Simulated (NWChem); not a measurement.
C$_{3}$H$_{4}$F$_{2}$Si; SMILES F[SiH](C#CC)F

Program: NWChem. Medium grid unless said otherwise, to which SCAN and Minnesota functionals are sensitive. Structure relaxed at the PBE-D3(BJ)/def2-SVP level. Hybrids' shares of exact exchange are those that their runs print; pure functionals count as 0. The functionals differ in more than this share.

| row | share of exact exchange | orbital gap (eV) |
|---|---|---|
| PBE/def2-SVP | 0.00 | 5.63 |
| TPSSh/def2-SVP | 0.10 | 6.68 |
| B3LYP/def2-SVP | 0.20 | 7.35 |
| M06/def2-SVP | 0.27 | 7.85 |
| BHandHLYP/def2-SVP | 0.50 | withheld |

Task: Fit a straight line of the last column on the one before it, predict the withheld value, and compare with the run.

Result: 
1. Means of the 4 shown rows: x = 0.143, y = 6.877. Slope Σ(x − x̄)(y − ȳ)/Σ(x − x̄)² = 0.3373/0.04168 = 8.094; intercept 5.724.
2. The shown rows scatter about the line by 0.092 (root mean square); the largest residual is +0.15, at TPSSh/def2-SVP.
3. At x = 0.50 (BHandHLYP/def2-SVP; beyond the shown range) the line gives 9.77.
4. The run gives 9.93, +0.16 from the line, 1.7 times the scatter.
